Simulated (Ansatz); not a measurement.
A nudged elastic band was laid between two geometries of GeH4 + H3N (9 atoms, charge 0, multiplicity 1).

Theory: RKS PBE0-D4/def2-mTZVP in Ansatz.

* movable images: 5
* climbing image: yes
* spring: 5.0 eV/Å²
* optimiser: quadratic models (default)
* start path: through a guess of the saddle point
* force threshold: 0.05 eV/Å
* iteration limit: 60
* end points: relaxed

Image 0:

```xyz
9
Properties=species:S:1:pos:R:3
Ge 0.481 0.039 -0.164
H 0.623 -0.080 1.361
H 1.877 0.064 -0.805
H -0.266 1.336 -0.508
H -0.309 -1.164 -0.699
N -2.932 -0.066 1.486
H -2.895 -0.655 0.661
H -2.729 0.881 1.183
H -2.172 -0.355 2.092
```

Image 6:

```xyz
9
Properties=species:S:1:pos:R:3
Ge -0.548 0.139 -0.679
H -0.203 -0.405 3.460
H 0.726 -0.085 0.171
H -0.468 1.524 -1.339
H -0.633 -0.972 -1.739
N -2.130 0.091 0.269
H -2.330 -0.796 0.715
H -2.228 0.822 0.963
H -0.507 -0.318 2.785
```

Question: What changes between the two ends?

Answer: Bonds broken: Ge1–H2, N6–H9. Bonds formed: Ge1–N6, H2–H9. GeH4 + H3N becomes GeH5N + H2.

Question: Give the energies along the band, and the barrier.

Answer: The forces met the threshold. The highest image is number 3 of 0 to 6, 208.3 kJ/mol above the first end and 175.4 kJ/mol above the last; the last end lies 33.0 kJ/mol above the first. Neighbouring images differ by up to 1.8 eV, so the band resolves the path poorly. A vibrational analysis at the climbing image gives one clearly imaginary mode, 1274i cm⁻¹: a first-order saddle point. The orbitals stay closed-shell, which can raise the energy where a bond breaks towards radicals; this wasn't checked here.

```tsv
image	path coordinate (Å)	energy (kJ/mol)	Ge1–H2 (Å)	N6–H9 (Å)	Ge1–N6 (Å)
0	0.00	0.0	1.54	1.01	3.79
1	1.32	2.6	1.54	1.01	3.82
2	2.63	60.4	1.56	1.01	2.64
3	3.95	208.3	2.12	1.17	2.00
4	5.44	34.6	3.28	2.34	1.85
5	6.92	33.3	4.04	3.12	1.84
6	8.41	33.0	4.19	3.02	1.85
```

Question: What is the geometry of the highest image?

Answer: 
```xyz
9
Properties=species:S:1:pos:R:3
Ge -0.302 0.037 -0.172
H -0.066 -0.996 1.660
H 0.944 0.800 0.283
H -0.948 0.929 -1.293
H -0.135 -1.347 -0.806
N -1.858 0.194 1.066
H -2.698 -0.291 0.757
H -2.109 1.129 1.383
H -1.148 -0.455 1.730
```

The run took 5.8 min on 1 thread of Arm Neoverse V1 (shared host), peak memory 0.17 GiB.
